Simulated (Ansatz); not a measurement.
C2H9NSn (`CC[NH][SnH3]`) at its PBE0-D4/def2-TZVP geometry, where that method's forces vanish. Charge 0, multiplicity 1. Sn takes the def2 core potential.

```xyz
13

C    -1.4654    1.4689    0.1070
C    -0.3319    0.6124   -0.4238
N    -0.0179   -0.4695    0.4951
Sn    1.6507   -1.5713    0.1577
H    -1.6821    2.2990   -0.5704
H    -1.2112    1.8730    1.0890
H    -2.3806    0.8783    0.2121
H    -0.5894    0.2649   -1.4381
H     0.5641    1.2344   -0.5349
H    -0.8354   -1.0440    0.6602
H     1.6590   -2.8064    1.3325
H     2.9627   -0.4964    0.3367
H     1.6773   -2.2435   -1.4230
```

(1) What forces (eV/Å) does B3LYP-D4/def2-TZVPP give on these atoms in Ansatz 0.2.0? (Estimate.)

Results:

(1) Ansatz gave: 
```
C1  -0.167  0.136  0.070
C2   0.095  0.142 -0.238
N3  -0.161 -0.070  0.145
Sn4  0.192 -0.141 -0.013
H5   0.002 -0.030  0.034
H6  -0.023 -0.011 -0.048
H7   0.035  0.032 -0.001
H8   0.017  0.015  0.044
H9  -0.046 -0.036 -0.005
H10  0.005 -0.007  0.026
H11  0.002 -0.043  0.041
H12  0.043  0.037  0.006
H13  0.004 -0.024 -0.061
```

B3LYP here is the variant with VWN-RPA as its local correlation; programs differ in this.
